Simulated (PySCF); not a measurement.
Predicted microwave data (wB97X-D/def2-SVPD in PySCF (dipole) on a GFN2-xTB geometry, gas phase) for one isomer of CH10FNSi3:

```
Rotational constants : A = 4648, B = 731.1, C = 656.9 MHz
Dipole components    : |μa| = 1.11 D, |μb| = 1.43 D, |μc| = 1.38 D
Inertial defect      : -30.75 u·Å²
κ                    : -0.96
```

Task: Which structure is it? (One computed conformer of each.)
A. `[CH3:1][Si@@:2]([F:3])([SiH3:4])[NH:5][SiH3:6]` with C1–Si2–N5–Si6 -87°
B. `[NH2:1][SiH2:2][SiH2:3][C@@H:4]([F:5])[SiH3:6]` with H–N1–Si2–Si3 -49° and 173°, N1–Si2–Si3–C4 176°, Si2–Si3–C4–F5 47°

Result: B. It is N[SiH2][SiH2][C@@H](F)[SiH3], a near-prolate asymmetric top, point group C1. The candidates at the same level (rigid rotor, commonest isotopes):

```json
{"SMILES": "N[SiH2][SiH2][C@@H](F)[SiH3]", "A (MHz)": "4648", "B (MHz)": "731.1", "C (MHz)": "656.9", "μa (D)": "1.11", "μb (D)": "1.43", "μc (D)": "1.38", "Δ (u·Å²)": "-30.75", "point group": "C1", "rotor": "near-prolate asymmetric top"}
{"SMILES": "C[Si@@](F)([SiH3])N[SiH3]", "A (MHz)": "1930", "B (MHz)": "1243", "C (MHz)": "986.0", "μa (D)": "0.86", "μb (D)": "0.01", "μc (D)": "0.97", "Δ (u·Å²)": "-155.95", "point group": "C1", "rotor": "asymmetric top"}
```

`C[Si@@](F)([SiH3])N[SiH3]` has B 70 % too high. No structure here is proved a minimum.
